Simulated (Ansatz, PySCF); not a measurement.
The pair A = disiloxane (SMILES [SiH3]O[SiH3]) (first 9 atoms), B = hydrogen (SMILES [H][H]); geometry from B3LYP-D3(BJ)/def2-TZVP.
(charge 0, multiplicity 1):
```csv
atom,x (Å),y (Å),z (Å)
Si,-0.6466,-1.2714,-0.3350
O,-0.0073,0.0448,0.4032
Si,0.9583,1.3640,0.2865
H,-1.6257,-1.8860,0.5850
H,-1.3225,-0.8710,-1.5914
H,0.4232,-2.2463,-0.6504
H,2.3642,0.9475,0.0746
H,0.8492,2.1280,1.5466
H,0.5271,2.2097,-0.8514
H,-0.6521,-0.1716,2.9717
H,-0.7889,-0.2665,3.6975
```

Correlated levels freeze the cores. CBS(a, b) extrapolates the correlation energy as X⁻³ and adds the Hartree–Fock energy of set b. MP2 and its Hartree–Fock in aug-cc-pV(T+d)Z are density fitted.

The values were computed with Ansatz (Gaussian orbitals); PySCF for the dispersion terms. 

The monomers are drawn apart, rigid, along the line of their centres of mass. Counterpoise-corrected interaction energies (kcal/mol):

| level | R = 4.462 Å | R = 5.524 Å |
|---|---|---|
| PBE/def2-TZVPPD | -0.1827 | -0.0408 |
| PBE-D3(BJ)/def2-TZVPPD | -0.3797 | -0.1034 |
| wB97M-V/def2-TZVPPD | -0.2469 | -0.0797 |
| MP2/CBS(aug-cc-pV(D+d)Z, aug-cc-pV(T+d)Z) + ΔCCSD(T)/aug-cc-pV(D+d)Z | -0.2556 | -0.0781 |

Question: R is the distance of the centres of mass. Find the local exponent m of E ∝ R⁻ᵐ between the two points.

Answer: 
m = ln(E₁/E₂)/ln(R₂/R₁): PBE/def2-TZVPPD 7.0; PBE-D3(BJ)/def2-TZVPPD 6.1; wB97M-V/def2-TZVPPD 5.3; MP2/CBS(aug-cc-pV(D+d)Z, aug-cc-pV(T+d)Z) + ΔCCSD(T)/aug-cc-pV(D+d)Z 5.5. For scale, two fixed dipoles give m = 3, dipole and quadrupole 4, quadrupoles 5, and dispersion or dipole-induced dipole 6 at long range; at these distances several terms mix, and what is left of overlap and damping shifts m, so it need not match one of them.

Ansatz is a quantum-chemistry and plane-wave program.
